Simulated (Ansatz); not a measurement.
Harmonic vibrations of Cl3HOTi (`[OH][Ti]([Cl])([Cl])[Cl]`) by finite differences.

```yaml
crystal:
  periodic: [false, false, false]
  atoms:
    - {symbol: O, position_ang: [-0.647879, 0.492350, 1.113319]}
    - {symbol: Ti, position_ang: [0.244393, -0.200434, -0.216534]}
    - {symbol: Cl, position_ang: [1.808781, -1.504665, 0.559568]}
    - {symbol: Cl, position_ang: [-1.122563, -1.330562, -1.482344]}
    - {symbol: Cl, position_ang: [1.118457, 1.404561, -1.403061]}
    - {symbol: H, position_ang: [-1.359289, 1.074550, 1.382953]}
basis:
  gaussian: {orbitals: def2-TZVP}
hamiltonian: {xc: pbe0, dispersion: d4}
phonons: {temperatures: {t_min: 298.15, t_max: 900, t_step: 200}}
```

```sh
$ ansatz run in.yaml --threads 4 --pin off --events-out ev --progress --plain --max-ram 10444MiB
```

Shortened log:

```
Functional definition: PBE0
mean field -62735.79405177 eV, -2305.4979075540 hartree, gradient 5.6e-5 eV, S^2 0.000000; 0 other end points of the search recorded, 0 dependent functions left out
mean field -62735.79390316 eV, -2305.4979020927 hartree, gradient 1.5e-6 eV, S^2 0.000000; 0 other end points of the search recorded, 0 dependent functions left out
mean field -62735.79395617 eV, -2305.4979040407 hartree, gradient 1.5e-6 eV, S^2 0.000000; 0 other end points of the search recorded, 0 dependent functions left out
mean field -62735.79399111 eV, -2305.4979053248 hartree, gradient 1.5e-6 eV, S^2 0.000000; 0 other end points of the search recorded, 0 dependent functions left out
mean field -62735.79394853 eV, -2305.4979037600 hartree, gradient 1.5e-6 eV, S^2 0.000000; 0 other end points of the search recorded, 0 dependent functions left out
mean field -62735.79403362 eV, -2305.4979068871 hartree, gradient 1.5e-6 eV, S^2 0.000000; 0 other end points of the search recorded, 0 dependent functions left out
mean field -62735.79394052 eV, -2305.4979034658 hartree, gradient 1.7e-6 eV, S^2 0.000000; 0 other end points of the search recorded, 0 dependent functions left out
mean field -62735.79396889 eV, -2305.4979045084 hartree, gradient 1.5e-6 eV, S^2 0.000000; 0 other end points of the search recorded, 0 dependent functions left out
mean field -62735.79394567 eV, -2305.4979036550 hartree, gradient 1.5e-6 eV, S^2 0.000000; 0 other end points of the search recorded, 0 dependent functions left out
mean field -62735.79395554 eV, -2305.4979040175 hartree, gradient 2.5e-6 eV, S^2 0.000000; 0 other end points of the search recorded, 0 dependent functions left out
mean field -62735.79397199 eV, -2305.4979046223 hartree, gradient 1.5e-6 eV, S^2 0.000000; 0 other end points of the search recorded, 0 dependent functions left out
mean field -62735.79392502 eV, -2305.4979028959 hartree, gradient 1.5e-6 eV, S^2 0.000000; 0 other end points of the search recorded, 0 dependent functions left out
mean field -62735.79397005 eV, -2305.4979045507 hartree, gradient 1.5e-6 eV, S^2 0.000000; 0 other end points of the search recorded, 0 dependent functions left out
mean field -62735.79407210 eV, -2305.4979083010 hartree, gradient 2.0e-6 eV, S^2 0.000000; 0 other end points of the search recorded, 0 dependent functions left out
mean field -62735.79397612 eV, -2305.4979047739 hartree, gradient 2.0e-6 eV, S^2 0.000000; 0 other end points of the search recorded, 0 dependent functions left out
mean field -62735.79399143 eV, -2305.4979053366 hartree, gradient 2.1e-6 eV, S^2 0.000000; 0 other end points of the search recorded, 0 dependent functions left out
mean field -62735.79407214 eV, -2305.4979083026 hartree, gradient 2.1e-6 eV, S^2 0.000000; 0 other end points of the search recorded, 0 dependent functions left out
mean field -62735.79407283 eV, -2305.4979083281 hartree, gradient 2.1e-6 eV, S^2 0.000000; 0 other end points of the search recorded, 0 dependent functions left out
mean field -62735.79401250 eV, -2305.4979061110 hartree, gradient 2.0e-6 eV, S^2 0.000000; 0 other end points of the search recorded, 0 dependent functions left out
mean field -62735.79398555 eV, -2305.4979051204 hartree, gradient 1.9e-6 eV, S^2 0.000000; 0 other end points of the search recorded, 0 dependent functions left out
mean field -62735.79407480 eV, -2305.4979084005 hartree, gradient 2.0e-6 eV, S^2 0.000000; 0 other end points of the search recorded, 0 dependent functions left out
mean field -62735.79400304 eV, -2305.4979057632 hartree, gradient 2.0e-6 eV, S^2 0.000000; 0 other end points of the search recorded, 0 dependent functions left out
mean field -62735.79406891 eV, -2305.4979081840 hartree, gradient 2.1e-6 eV, S^2 0.000000; 0 other end points of the search recorded, 0 dependent functions left out
mean field -62735.79399945 eV, -2305.4979056315 hartree, gradient 2.0e-6 eV, S^2 0.000000; 0 other end points of the search recorded, 0 dependent functions left out
mean field -62735.79406570 eV, -2305.4979080660 hartree, gradient 2.0e-6 eV, S^2 0.000000; 0 other end points of the search recorded, 0 dependent functions left out
mean field -62735.79406514 eV, -2305.4979080454 hartree, gradient 2.1e-6 eV, S^2 0.000000; 0 other end points of the search recorded, 0 dependent functions left out
mean field -62735.79401728 eV, -2305.4979062864 hartree, gradient 2.1e-6 eV, S^2 0.000000; 0 other end points of the search recorded, 0 dependent functions left out
mean field -62735.79407380 eV, -2305.4979083636 hartree, gradient 2.0e-6 eV, S^2 0.000000; 0 other end points of the search recorded, 0 dependent functions left out
mean field -62735.79397213 eV, -2305.4979046273 hartree, gradient 1.8e-6 eV, S^2 0.000000; 0 other end points of the search recorded, 0 dependent functions left out
mean field -62735.79400447 eV, -2305.4979058160 hartree, gradient 2.0e-6 eV, S^2 0.000000; 0 other end points of the search recorded, 0 dependent functions left out
mean field -62735.79406463 eV, -2305.4979080268 hartree, gradient 2.0e-6 eV, S^2 0.000000; 0 other end points of the search recorded, 0 dependent functions left out
mean field -62735.79394681 eV, -2305.4979036968 hartree, gradient 2.3e-6 eV, S^2 0.000000; 0 other end points of the search recorded, 0 dependent functions left out
mean field -62735.79397159 eV, -2305.4979046076 hartree, gradient 1.9e-6 eV, S^2 0.000000; 0 other end points of the search recorded, 0 dependent functions left out
mean field -62735.79399920 eV, -2305.4979056220 hartree, gradient 1.8e-6 eV, S^2 0.000000; 0 other end points of the search recorded, 0 dependent functions left out
mean field -62735.79398043 eV, -2305.4979049323 hartree, gradient 1.8e-6 eV, S^2 0.000000; 0 other end points of the search recorded, 0 dependent functions left out
mean field -62735.79404563 eV, -2305.4979073282 hartree, gradient 1.9e-6 eV, S^2 0.000000; 0 other end points of the search recorded, 0 dependent functions left out
mean field -62735.79402765 eV, -2305.4979066676 hartree, gradient 1.6e-6 eV, S^2 0.000000; 0 other end points of the search recorded, 0 dependent functions left out
Total energy: -62735.98628366 eV, -2305.5049719457 hartree
Atom 0 at    -0.647879     0.492350     1.113319 Å, force    -0.003425     0.003183     0.000030 eV/Å
Atom 1 at     0.244393    -0.200434    -0.216534 Å, force    -0.000211     0.000467    -0.001396 eV/Å
Atom 2 at     1.808781    -1.504665     0.559568 Å, force     0.001050    -0.000935     0.000380 eV/Å
Atom 3 at    -1.122563    -1.330562    -1.482344 Å, force     0.000054     0.000147     0.000601 eV/Å
Atom 4 at     1.118457     1.404561    -1.403061 Å, force    -0.000343    -0.000312     0.000836 eV/Å
Atom 5 at    -1.359289     1.074550     1.382953 Å, force     0.002877    -0.002550    -0.000452 eV/Å
Dipole moment:    -0.365966     0.294980     0.267636 e Å
Vibrations: 80.73 117.37 118.02 141.29 174.21 203.62 260.02 413.34 497.55 510.11 837.04 3931.79 cm⁻¹, zero-point energy 0.451618 eV
```

Run time 77 s (4 threads of an Intel Xeon Platinum 8488C on a shared host); peak host memory 0.67 GiB.
